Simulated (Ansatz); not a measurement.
```yaml
crystal:
  periodic: [false, false, false]
  atoms:
    - {symbol: O, position_ang: [-0.686264, 1.254394, -0.969555]}
    - {symbol: Si, position_ang: [0.539165, 1.022498, 0.095229]}
    - {symbol: In, position_ang: [0.154324, -1.457575, 0.608602]}
    - {symbol: F, position_ang: [-1.408785, -1.426807, -0.663099]}
    - {symbol: H, position_ang: [-1.207304, 0.448132, -1.121811]}
    - {symbol: H, position_ang: [0.407344, 1.891163, 1.295305]}
    - {symbol: H, position_ang: [1.868174, 1.288584, -0.517268]}
    - {symbol: H, position_ang: [0.333337, -3.020400, 1.272606]}
basis:
  gaussian: {orbitals: def2-TZVPD}
magnetization: {spin_polarized: true, initial_magnetization: 1}
hamiltonian: {xc: {name: HSE06}, dispersion: d3bj}
output: {forces: true}
```

```sh
$ ansatz run in.yaml --threads 4 --pin off --events-out ev --progress --plain --max-ram 10444MiB
```

Output, abridged:

```
Error: a molecule whose nuclei and cores have a total charge of 56 cannot have a net charge of 0 together with 1 unpaired electrons
```

Question: Something in this input is off. What?

Answer: The number of unpaired electrons doesn't fit the electron count. The input was rejected before any iteration.

HSE06 is defined as in plane-wave codes.
